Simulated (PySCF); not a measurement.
**Te- (tellurium, charge -1) across methods**

[Kr] 4d10 5s2 5p5, 2P determinant. All numbers are calculated (PySCF 2.14, a scalar-relativistic core potential, in aug-cc-pVQZ-PP with one added diffuse shell each of s, p, d, f, g type with ECP28MDF (8s8p6d4f3g, 117 functions)).

```csv
method,E (hartree),mean ε 5s β (eV),mean ε 5p α (eV),mean ε 5p β (eV),Σ⟨r²⟩ (bohr²),⟨S²⟩
r2SCAN,-268.1644,-8.164,-0.051,0.575,80.23,0.758
LDA,-267.6722,-8.278,0.075,0.589,81.81,0.752
M06-2X,-267.9867,-10.295,-1.705,-0.919,79.65,0.759
PBE,-268.0507,-7.972,0.161,0.701,82.37,0.755
UHF,-267.04574,-12.582,-3.004,-2.068,80.05,0.764
wB97X-V,-268.0415,-11.998,-2.734,-2.177,79.16,0.753
wB97X,-268.1063,-12.036,-2.770,-2.165,79.81,0.754
PBE0,-268.0703,-9.305,-0.742,-0.124,80.27,0.755
```

Energies and moments cover only the electrons outside the core potential.

The highest occupied level is positive at r2SCAN, LDA, PBE: only the finite basis holds that electron, which in a density functional comes from self-interaction.
